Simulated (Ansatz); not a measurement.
Job for Ansatz (a first-principles code): R-B3LYP/def2-TZVPPD on CH3O2Sb (a complex), monomers drawn apart or pushed together. Elements past Kr take the def2 small-core potentials; no spin–orbit coupling. Files ending in .json are basis or fitting sets from the Basis Set Exchange.

Ansatz 0.2 input:
```yaml
crystal:
  periodic: [false, false, false]
  atoms:
    - {symbol: Sb, position_ang: [0.22394888, 0.32125395, -0.13390027]}
    - {symbol: H, position_ang: [0.59055616, -0.92334056, -1.25541558]}
    - {symbol: H, position_ang: [-1.02003560, -0.62812732, 0.56695652]}
    - {symbol: H, position_ang: [1.37319886, -0.29508383, 0.97941779]}
    - {symbol: O, position_ang: [-0.25161388, -1.68011758, 4.38652193]}
    - {symbol: C, position_ang: [-0.37698935, -0.55268519, 4.15134718]}
    - {symbol: O, position_ang: [-0.50336164, 0.57757042, 3.91964104]}
basis:
  gaussian:
    orbitals: def2-TZVPPD.json
hamiltonian:
  xc: {name: B3LYP}
scf: {lower_state_search: off}
```

Program output:

```
WARN ansatz: RAYON_NUM_THREADS=1 ignored (pool sized by the plan → 1); use --threads N
Functional definition: B3LYP
these checks for a lower state are left out or cut short: stability, starts, cluster_reference, orbital_swaps, neighbouring_geometries, increment
integrals: 0.12 GiB planned
1202 factors; their error is unknown
mean field: 1.13 GiB planned
mean field evaluation 1: about -11717.8044 eV, gradient 5.4e1 eV
mean field evaluation 2: about -11711.3712 eV, gradient 8.4e1 eV
mean field evaluation 4: about -11722.2269 eV, gradient 1.8e0 eV
mean field evaluation 8: about -11722.3815 eV, gradient 5.4e-1 eV
mean field evaluation 16: about -11722.3818 eV, gradient 2.3e-5 eV
mean field -11722.38180489 eV, -430.7895856141 hartree, gradient 9.8e-6 eV, S^2 0.000000; 0 other end points of the search recorded, 0 dependent functions left out
reference -11722.38211183 eV, -430.7895968939 hartree; 24, 24 occupied and 200, 200 virtual orbitals, 1202 factors
Total energy: -11722.38211183 eV, -430.7895968939 hartree
Checks for a lower state left out: stability, starts, cluster_reference, orbital_swaps, neighbouring_geometries, increment
```

The run converged.

Cost: around 5 core-seconds (rough).
